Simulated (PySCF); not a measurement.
Spinor energies of Ca¹⁷⁺ (calcium, charge +17)

Start: [He] 2s1; 2s1/2 filled at m_j = +1/2. Calculated with PySCF 2.14 in an uncontracted even-tempered set (17 s from 3.8 bohr⁻², ratio 2.4; 10 p from 4.9 bohr⁻², ratio 2.4; 5 d from 15 bohr⁻², ratio 2.6; 4 f from 23 bohr⁻², ratio 2.6): generalised Hartree-Fock with the X2C-1e Hamiltonian and a Gaussian nucleus; one run each with spin-orbit coupling (SO) switched off, then screened by Boettger's factors.

```json
{"spinor shell": "1s1/2", "electrons": "2", "ε, spin-free (eV)": "-5029.5", "ε, screened SO (eV)": "-5029.5", "weight of nominal j (screened SO)": "1.000", "rms radius, screened SO (bohr)": "0.0877"}
{"spinor shell": "2s1/2", "electrons": "1", "ε, spin-free (eV)": "-1157.9", "ε, screened SO (eV)": "-1157.9", "weight of nominal j (screened SO)": "1.000", "rms radius, screened SO (bohr)": "0.344"}
```

```
   quantity   spin-free  screened SO
E (hartree)  -432.16509   -432.16509
        M_J         1/2          1/2
       ⟨J²⟩       0.750        0.750
       ⟨L²⟩       0.000        0.000
       ⟨S²⟩       0.750        0.750
```

Each row is a mean over spinors that exchange with the open shell spreads, by up to 11.140 eV (1s1/2).

Without spin-orbit coupling the j labels of p, d and f shells carry no meaning; the spin-free column gives the mean over the occupied spinors of each nl shell.
